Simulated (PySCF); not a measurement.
Levels of Pd²⁷⁺ from EOM-EA-GCCSD

Reference: closed-shell Pd²⁸⁺, [Ar]; one electron is added. Calculated with PySCF 2.14, two-component X2C-1e with screened spin-orbit coupling, an even-tempered Gaussian basis (19 s from 1.4 bohr⁻², ratio 2.6; 14 p from 1.9 bohr⁻², ratio 2.6; 6 d from 1.9 bohr⁻², ratio 2.8; 3 f from 36 bohr⁻², ratio 2.8); frozen [Ne]; the 64 highest virtual spinors dropped; of the others 50 kept and the rest restored at second order. No Breit or QED terms. Binding energies in eV.

| level | Koopmans | second order | EOM-CCSD |
| --- | --- | --- | --- |
| 3d3/2 | 1436.2 | 1437.5 | 1437.3 |
| 3d5/2 | 1428.8 | 1430.1 | 1429.8 |

For comparison, the ionisation energy of Pd²⁷⁺ is 1438 ± 4 eV (theoretical estimate listed by NIST; NIST Atomic Spectra Database, ionization energies).

Only part of the computed levels is shown.
